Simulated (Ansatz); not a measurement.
`C#C[SiH](O)F` + `BS` → `BSC#C` + `O[SiH2]F`  (substitution at a C–Si bond)

Isolated molecules relaxed with PBE0-D4/def2-TZVP in Ansatz; ΔE leaves out vibrations. CBS: MP2 limit from def2 TZ/QZ plus the TZ coupled-cluster correction, frozen cores. This one scheme is used for every species. Functionals use def2-TZVPP. B3LYP here is the variant with VWN-RPA as its local correlation; programs differ in this. Each species was taken in one conformer, which may not be the lowest.

Q: Is it downhill or uphill in electronic energy at CCSD(T)/CBS, and by how much? (Best estimate.)

A: Ansatz gave: Uphill: ΔE = +30.1 kcal/mol.

Q: What do these levels give: PBE-QIDH, B3LYP, r2SCANh, r2SCAN0, HF/def2-SVP, CCSD/CBS(def2)? (An estimate is asked.)

A: Computed: PBE-QIDH 26.1, B3LYP 31.7, r2SCANh 26.0, r2SCAN0 26.6, HF/def2-SVP 45.8, CCSD/CBS(def2) 33.1 kcal/mol.

Largest T1 diagnostic among the species: 0.015.

From PBE to PBE0 (25 % exact exchange), in def2-TZVPP and without D4, ΔE moves by +2.3 kcal/mol. In def2-TZVPP, CCSD(T) changes the Hartree–Fock value by −14.5 kcal/mol (the triples alone add −3.0 kcal/mol) and MP2 by −19.4 kcal/mol.
